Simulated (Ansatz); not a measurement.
Ansatz (a quantum-chemistry and plane-wave program) input:

Ansatz 0.2 input:
```yaml
crystal:
  periodic: [false, false, false]
  atoms:
    - {symbol: Nb, position_ang: [-0.01629880, 0.01395385, 0.00231344]}
    - {symbol: Cl, position_ang: [1.66021850, -0.55217314, -1.23493266]}
    - {symbol: Cl, position_ang: [0.67117109, 0.40366377, 2.01166357]}
    - {symbol: Cl, position_ang: [-0.93584331, 1.79435532, -0.80197237]}
    - {symbol: Cl, position_ang: [-1.46080804, -1.59043609, 0.03440280]}
basis:
  gaussian:
    orbitals: def2-TZVP
hamiltonian:
  xc: b3lyp
  dispersion: d3bj
total_charge: 1
relax: {f_tol: 0.002, max_steps: 150}
```

Problem. Which total energy does the run end on?

Solution. -1897.89376 Eh (B3LYP-D3(BJ)/def2-TZVP). The basis has 188 functions. The run takes roughly 40 core-seconds.

The spin state was set by rule; other spins were not relaxed.
